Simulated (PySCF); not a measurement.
**Polarisability and C₆ of F⁻ (fluorine, charge -1)**

[Ne], closed-shell 1S. Calculation: PySCF 2.14, in aug-cc-pVQZ (6s5p4d3f2g, 80 functions); no relativity, point nucleus. Coupled (time-dependent) response in atomic units; α is the mean over directions.

```tsv
method	mean α (bohr³)	C₆ (like pair)	S(−4)
UHF	8.216	32.24	34.63
PBE0	10.59	44.83	66.84
```

S(−4) is the Cauchy moment in α(ω) = α(0) + S(−4) ω² + …

α(iu) at UHF:

```json
{"u (hartree)": "0", "α(iu) (bohr³)": "8.216"}
{"u (hartree)": "0.0500", "α(iu) (bohr³)": "8.131"}
{"u (hartree)": "0.100", "α(iu) (bohr³)": "7.893"}
{"u (hartree)": "0.200", "α(iu) (bohr³)": "7.137"}
{"u (hartree)": "0.300", "α(iu) (bohr³)": "6.282"}
{"u (hartree)": "0.500", "α(iu) (bohr³)": "4.816"}
{"u (hartree)": "0.750", "α(iu) (bohr³)": "3.521"}
{"u (hartree)": "1.00", "α(iu) (bohr³)": "2.647"}
{"u (hartree)": "1.50", "α(iu) (bohr³)": "1.628"}
{"u (hartree)": "2.00", "α(iu) (bohr³)": "1.098"}
{"u (hartree)": "3.00", "α(iu) (bohr³)": "0.5982"}
{"u (hartree)": "5.00", "α(iu) (bohr³)": "0.2595"}
```

A single London oscillator, α(iu) = α/(1 + u²/ω²), gives C₆ = (3/4) ω α². Matching the computed C₆ needs ω = 4 × 32.24 / (3 × 8.216²) = 0.637 hartree.

For an ion, C₆ is the dispersion term alone; charge-induced terms of lower order in 1/R come first.
